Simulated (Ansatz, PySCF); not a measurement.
System: Pb2H (charge -1, singlet). It need not be the lowest isomer of its formula. Whether it binds its extra electron was not tested at this geometry. 
Geometry from a B3LYP-D3(BJ)/def2-TZVP (Ansatz, a program for electronic structure) optimisation:
```xyz
3

Pb     0.0000     0.0000    -1.3598
Pb     0.0000     0.0000     1.3214
H      0.0000     0.0000     3.1451
```
Charge -1, spin multiplicity 1.

Total electronic energies in hartree. Correlated levels leave the core frozen unless marked. Spin-orbit coupling is left out. Frozen are the shells of the preceding noble gas and the d and f shells that filled before the atom's block. Past Kr the def2 sets carry scalar-relativistic core potentials. Basis-set limits of correlation are two-point, X^-3; Hartree-Fock from the larger set.

The Hartree-Fock reference is unstable (checked in the largest basis), which strains HF and MP2. 

| level | program | energy (Eh) |
|---|---|---|
| HF/def2-QZVPP | Ansatz | -384.25100 |
| RI-HF/def2-QZVPPD | Ansatz | -384.25101 |
| PBE/def2-TZVPD | Ansatz | -386.45288 |
| BP86-D4/def2-TZVPD | PySCF + dftd4 | (withheld) |
| TPSS/def2-TZVPD | PySCF | -386.27800 |
| PBE0-D4/def2-TZVPD | Ansatz + dftd4 | -386.38598 |
| r2SCANh-D4/def2-TZVPD | Ansatz + dftd4 | -386.51825 |
| M06-2X/def2-TZVPD | PySCF | -386.09906 |
| HSE06-D3(BJ)/def2-TZVPD | Ansatz + dftd3 | -386.38501 |
| LC-wPBE/def2-TZVPD | Ansatz | (withheld) |
| wB97X-V/def2-TZVPD | Ansatz | -386.30489 |
| B2GP-PLYP-D4/def2-TZVPD | Ansatz + dftd4 | -385.55024 |
| RI-MP2/CBS(def2-TZVPPD,def2-QZVPPD) | Ansatz | -384.4665 |
| CCSD/def2-TZVPPD | Ansatz | -384.45547 |
| CCSD(T)/CBS(def2-TZVPPD,def2-QZVPPD) | Ansatz | -384.4910 |

Question: Fill in the missing entries.

Answer: 
- BP86-D4/def2-TZVPD, energy (Eh): -386.71114
- LC-wPBE/def2-TZVPD, energy (Eh): -386.41227
